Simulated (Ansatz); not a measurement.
Consider the hydrogen abstraction from the Si–H bond: `O[SiH2][GeH2][OH]` + `[CH3]`• → `O[SiH][GeH2][OH]`• + CH₄.

Program: Ansatz. Geometries: PBE0-D4/def2-TZVP. ΔE: electronic, gas phase. CCSD(T)/CBS adds triple-zeta CCSD(T) − MP2 to the extrapolated MP2 energy (def2 sets, frozen cores). This one scheme is used for every species. Functionals use def2-TZVPP. No spin–orbit coupling; open shells (•) take unrestricted orbitals. For Ge outer-core shells are correlated without core-valence functions, which leaves a few kJ/mol of doubt a bond. Scalar relativity is left out up to krypton. Each species was taken in one conformer, which may not be the lowest.

`O[SiH2][GeH2][OH]`:

Cartesian coordinates in Å:
```
O -1.692 1.694 -0.508
Si -0.906 0.736 0.587
Ge 0.607 -0.760 -0.505
O 1.607 -1.433 0.822
H -1.170 2.329 -0.999
H -1.966 -0.023 1.290
H -0.133 1.545 1.571
H -0.079 -1.923 -1.258
H 1.532 -0.040 -1.520
H 2.200 -2.124 0.521
```

`[CH3]`•:

Z-matrix (Å, degrees):
```
C
H 1 1.080
H 1 1.080 2 120.0
H 1 1.080 2 120.0 3 180.0
```

`O[SiH][GeH2][OH]`•:

```xyz
9

O    -1.310   -1.371   -0.964
Si    0.339   -1.357   -0.908
Ge    0.795    0.617    0.365
O    -0.805    0.564    1.206
H    -1.708   -0.923   -0.206
H     0.842   -1.368   -2.314
H     0.910    1.977   -0.365
H     1.920    0.539    1.418
H    -0.982    1.322    1.767
```

CH₄:

Z-matrix (Å, degrees):
```
C
H 1 1.090
H 1 1.090 2 109.5
H 1 1.090 2 109.5 3 -120.0
H 1 1.090 2 109.5 3 120.0
```

```csv
level,ΔE (kJ/mol)
r2SCAN,-87.2
PBE0,-92.8
MP2/def2-TZVPP,-87.8
MP2/CBS(def2),-87.9
```

What does CCSD(T)/CBS give? (Best estimate.)

Computed: -81.8 kJ/mol. The listed levels differ from it by -5.4, -11.0, -6.0, -6.1 kJ/mol.

Largest T1 diagnostic among the species: 0.014.

From PBE to PBE0 (25 % exact exchange), in def2-TZVPP and without D4, ΔE moves by +11.2 kJ/mol. In def2-TZVPP, CCSD(T) changes the Hartree–Fock value by −38.1 kJ/mol (the triples alone add −5.7 kJ/mol) and MP2 by −44.2 kJ/mol.
